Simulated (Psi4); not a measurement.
I₂Sn, singlet, geometry from GFN2-xTB (such geometries of metal compounds can be far from the true shape) (core potentials on I, Sn); CAM-B3LYP/def2-SVPD (Psi4 1.11).

Psi4 was given this input:
```
memory 2 GB

molecule mol {
0 1
  Sn   -0.000853   -0.003955    1.154732
  I     1.086715   -1.845360   -0.550210
  I    -1.085910    1.849092   -0.539160
}

set basis def2-svpd
set reference rks
set scf_type pk
set puream true
set d_convergence 1e-8
set dft_radial_points 99
set dft_spherical_points 590

energy('cam-b3lyp')
print_variables()
```

It wrote (shortened):

```
   => Loading Basis Set <=

    Name: DEF2-SVPD
    Role: ORBITAL
    Keyword: BASIS

    !!!  WARNING: ECP capability is in beta. Please check occupations closely.  !!!

         ---------------------------------------------------------
                                   SCF
               by Justin Turney, Rob Parrish, Andy Simmonett
                          and Daniel G. A. Smith
                              RKS Reference
         ---------------------------------------------------------

  ==> Geometry <==

    Molecular point group: cs
    Full point group: Cs

    Geometry (in Angstrom), charge = 0, multiplicity = 1:

       Center              X                  Y                   Z               Mass
    ------------   -----------------  -----------------  -----------------  -----------------
         SN           0.002975562757    -1.154176035981     0.000000000000   119.902201630000
         I            2.141563919072     0.550770765021     0.000000000000   126.904471900000
         I           -2.144375297744     0.539720733905     0.000000000000   126.904471900000

  Running in cs symmetry.

  Rotational constants: A =      0.07168  B =      0.01446  C =      0.01203 [cm^-1]
  Rotational constants: A =   2148.88869  B =    433.58612  C =    360.78892 [MHz]
  Nuclear repulsion =  289.996624572670328

  Charge       = 0
  Multiplicity = 1
  Electrons    = 72
  Nalpha       = 36
  Nbeta        = 36

  ==> Algorithm <==

  SCF Algorithm Type is PK.
  DIIS enabled.
  MOM disabled.
  Fractional occupation disabled.
  Guess Type is SAD.
  Energy threshold   = 1.00e-06
  Density threshold  = 1.00e-08
  Integral threshold = 1.00e-12

  ==> Primary Basis <==

  Basis Set: DEF2-SVPD
    Blend: DEF2-SVPD
    Number of shells: 38
    Number of basis functions: 102
    Number of Cartesian functions: 111
    Spherical Harmonics?: true
    Max angular momentum: 2

  Core potential: DEF2-SVPD
    Number of shells: 12
    Number of ECP primitives: 76
    Number of ECP core electrons: 84
    Max angular momentum: 3

  ==> DFT Potential <==

   => LibXC <=

    Version 7.1.2
    S. Lehtola, C. Steigemann, M. J. T. Oliveira, and M. A. L. Marques,  SoftwareX 7, 1–5 (2018) (10.1016/j.softx.2017.11.002)

   => Composite Functional: CAM-B3LYP <=

    CAM-B3LYP Hyb-GGA Exchange-Correlation Functional

    T. Yanai, D. P. Tew, and N. C. Handy,  Chem. Phys. Lett. 393, 51 (2004) (10.1016/j.cplett.2004.06.011)

    Deriv               =              1
[...]
   @RKS iter   8:  -809.79831680984171   -3.76467e-06   4.35342e-06 DIIS
   @RKS iter   9:  -809.79831721493986   -4.05098e-07   1.30138e-06 DIIS
   @RKS iter  10:  -809.79831723253972   -1.75999e-08   2.36692e-07 DIIS
   @RKS iter  11:  -809.79831723352777   -9.88052e-10   8.91774e-08 DIIS
   @RKS iter  12:  -809.79831723357165   -4.38831e-11   3.34305e-08 DIIS
   @RKS iter  13:  -809.79831723358132   -9.66338e-12   2.71488e-09 DIIS
  Energy and wave function converged.

  ==> Post-Iterations <==

   Electrons on quadrature grid:
      Ntotal   =   72.0000076873 ; deviation = 7.687e-06

    Orbital Energies [Eh]
    ---------------------

    Doubly Occupied:

[...]
    Virtual:

[...]
    Final Occupation by Irrep:
             Ap   App
    DOCC [    25,   11 ]
    NA   [    25,   11 ]
    NB   [    25,   11 ]

  @RKS Final Energy:  -809.79831723358132

   => Energetics <=

    Nuclear Repulsion Energy =            289.9966245726703278
    One-Electron Energy =               -1991.3176606452057058
    Two-Electron Energy =                 937.0303139332072533
    DFT Exchange-Correlation Energy =     -45.5075950942531477
    Empirical Dispersion Energy =           0.0000000000000000
    VV10 Nonlocal Energy =                  0.0000000000000000
    Total Energy =                       -809.7983172335813151

Computation Completed

Properties will be evaluated at   0.000000,   0.000000,   0.000000 [a0]

Properties computed using the SCF density matrix

 Multipole Moments:

 ------------------------------------------------------------------------------------
     Multipole            Electronic (a.u.)      Nuclear  (a.u.)        Total (a.u.)
 ------------------------------------------------------------------------------------

 L = 1.  Multiply by 2.5417464519 to convert [e a0] to [Debye]
 Dipole X            :          0.0117795           -0.0091124            0.0026670
 Dipole Y            :         -4.5691572            3.5345715           -1.0345857
 Dipole Z            :          0.0000000            0.0000000            0.0000000
 Magnitude           :                                                    1.0345891

 ------------------------------------------------------------------------------------

  Variable Map:
  ----------------------------------------------------------------------------
[...]
  Array Variable Map:
  ----------------------------------------------------------------------------
[...]
[...]
```
